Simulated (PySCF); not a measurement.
B(I)(Me)2 (C2H6BI), SMILES B(C)(I)C.

Coordinates come from a B3LYP-D3(BJ)/def2-SVP optimisation. The def2 effective core potentials stand for the cores of I; spin–orbit coupling is left out.

Two levels are set side by side: TDDFT-PBE/def2-SVPD (PySCF) and TDDFT-M06-2X/def2-SVPD (PySCF). Vertical, same geometry. The lowest singlet is HOMO→LUMO 100 % with PBE and HOMO→LUMO 98 % with the other functional; states are paired by order. Differences are taken from unrounded values.

```
quantity                               TDDFT-M06-2X
-------------------------------------  ------------
lowest singlet excitation (eV)                 4.86
lowest triplet excitation (TDA) (eV)           4.75
first bright state (f over 0.05) (eV)          5.77
its oscillator strength                        0.09
```

Q: What does TDDFT-PBE give, and how far is it from TDDFT-M06-2X? (An estimate is asked for; the answer gives what the named calculation found.)

A: 
```tsv
quantity	TDDFT-PBE	TDDFT-PBE minus TDDFT-M06-2X
lowest singlet excitation (eV)	4.00	-0.85
lowest triplet excitation (TDA) (eV)	3.87	-0.88
first bright state (f over 0.05) (eV)	4.98	-0.79
its oscillator strength	0.10	0.00
```

A lower first singlet is the usual sign of a functional without exact exchange. Differences between two approximate levels are no errors against the true value.

Rough cost on one machine, each run with all the roots and properties that it gave: TDDFT-M06-2X against TDDFT-PBE about 10 times.
